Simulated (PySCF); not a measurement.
How methods differ on the interval between two levels of Tc

Tc [Kr] 4d5 5s2 [6S5/2, M_J = 5/2] → Tc [Kr] 4d5 5s1 5p1 [8P9/2, M_J = 9/2], as a difference of total energies. All numbers are calculated (PySCF 2.14, the two-component X2C-1e Hamiltonian, in x2c-SVPall-2c with one added diffuse shell each of s, p, d type (7s9p7d1f, 76 functions)). Correlated levels: [Ar] 3d10 frozen; the 6 highest virtual spinors dropped. "Screened" scales the spin-orbit matrix elements by Boettger's factors to mimic the two-electron term; Breit and QED terms are absent.

Order these methods by the interval between two levels they give, lowest first.
A. GMP2 (screened spin-orbit)
B. GHF (screened spin-orbit)
C. GHF (spin-free)
D. GMP2 (spin-free)

C (6520.6 cm⁻¹), B (6973.3 cm⁻¹), D (13540 cm⁻¹), A (14021 cm⁻¹).

The spin-free rows relax to the high-spin LS determinant and lack the spin-orbit shift.

Errors of the correlated levels include the incompleteness of this basis and the frozen core.

The labels give the starting determinants; with spin-orbit coupling the two ends relaxed to ⟨J²⟩ = 8.79, ⟨L²⟩ = 0.02, ⟨S²⟩ = 8.78 and ⟨J²⟩ = 24.76, ⟨L²⟩ = 2.03, ⟨S²⟩ = 15.74.

For comparison: 17523 cm⁻¹ (measured; NIST Handbook of Basic Atomic Spectroscopic Data (Sansonetti and Martin, J. Phys. Chem. Ref. Data 34, 1559 (2005))).
